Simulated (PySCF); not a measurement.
# Sulfur: a sound run and one with changed settings

Sound run: S²⁺ [Ne] 3s2 3p2, S³⁺ [Ne] 3s2 3p1. Computed with PySCF 2.14 in cc-pV(D+d)Z (4s3p2d, 23 functions), with the non-relativistic Hamiltonian (point nucleus). In the sound run the correlated levels freeze [Ne]. The sound run starts from symmetry-adapted Hartree-Fock orbitals and uses a fine grid where one is needed.

A second run was set up differently.

```csv
species,method,sound run (hartree),changed run (hartree),converged
S²⁺,UHF,-396.32304,-392.09347,yes
S²⁺,PBE,-396.69212,-392.36418,yes
S²⁺,TPSS,-396.88645,-392.56850,yes
S²⁺,MP2,-396.37712,-392.10181,yes
S²⁺,CCSD(T),-396.40124,-392.10822,yes
S³⁺,UHF,-395.06882,-390.80108,yes
S³⁺,PBE,-395.41173,-391.04331,yes
S³⁺,TPSS,-395.60466,-391.24590,yes
S³⁺,MP2,-395.11098,-390.81823,yes
S³⁺,CCSD(T),-395.13346,-390.83050,yes
```

Ionisation energy of S²⁺:

| method | sound run (eV) | changed run (eV) |
| --- | --- | --- |
| UHF | 34.129 | 35.168 |
| PBE | 34.841 | 35.943 |
| TPSS | 34.879 | 35.990 |
| MP2 | 34.454 | 34.928 |
| SCS-MP2 | 34.373 | 34.880 |
| CCSD | 34.489 | 34.768 |
| CCSD(T) | 34.498 | 34.768 |

What was changed?
A. basis contracted for another Hamiltonian
B. angular grid far too coarse
C. all electrons correlated in a valence basis
D. minimal basis

D. It used basis STO-3G. A minimal basis cannot let orbitals breathe on ionisation and holds almost no correlation.
